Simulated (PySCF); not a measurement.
**[Tm(H2O)2]3+ at several levels of theory**

Computed with PySCF 2.14.0 (density fitting, no spin-orbit coupling) at the geometry relaxed with PBE0:

```xyz
7
[Tm(H2O)2]3+ (singlet in the valence; each metal's 4f electrons, 12 of them, lie in its core potential, out of spins and levels)
Tm   -0.7828    0.7827    0.0221
O     0.1404   -0.1468    1.7570
H     0.9424    0.1483    2.2682
H    -0.1566   -0.9507    2.2642
O     0.0889   -0.0825   -1.7635
H     0.7903   -0.7836   -1.8306
H    -0.1119    0.1218   -2.7172
```

```tsv
level	basis	state	HOMO (eV)	gap (eV)	charge on Tm1 (e)	population of f-type functions on Tm1 (polarisation alone where 4f lies in the core)	dipole about the centre of mass (D)	largest force component (eV/Å)
PBE0	Tm lcecp-1-SVP with ECP58, O def2-SVP, H def2-SVP	singlet	-26.96	8.08	2.20	0.03	3.46	0.01
PBE0	Tm lcecp-1-TZVP with ECP58, O def2-TZVP, H def2-TZVP	singlet	-26.92	8.12	2.38	0.04	3.50	0.27
```

In the lcecp rows the 4f levels are missing from HOMO and gap, and the state counts the valence alone.

Charges are Mulliken's, which hang on the basis. The relaxation used the grid (50, 194), these runs (75, 302) or, all-electron (x2c bases, spin-free X2C Hamiltonian), (99, 590).

Question: A further run in the first row's basis gives HOMO (eV) -26.65, gap (eV) 7.32, charge on Tm1 (e) 2.17, population of f-type functions on Tm1 (polarisation alone where 4f lies in the core) 0.03, dipole about the centre of mass (D) 3.53, largest force component (eV/Å) 0.16. Which level was it?
A. B3LYP
B. TPSS

Answer: A. The others give HOMO -25.25 eV (TPSS).

In the first row's basis the gap widens with exact exchange: 5.7 eV for TPSS (none); 7.3 to 8.1 eV for B3LYP, PBE0 (a fixed share).

No frequency check is given that shows the relaxed geometry to be a minimum, and it was reached by following one of several unstable modes of a saddle point. An lcecp potential fixes the number of 4f electrons, so in runs with it no electron can move into or out of that shell.
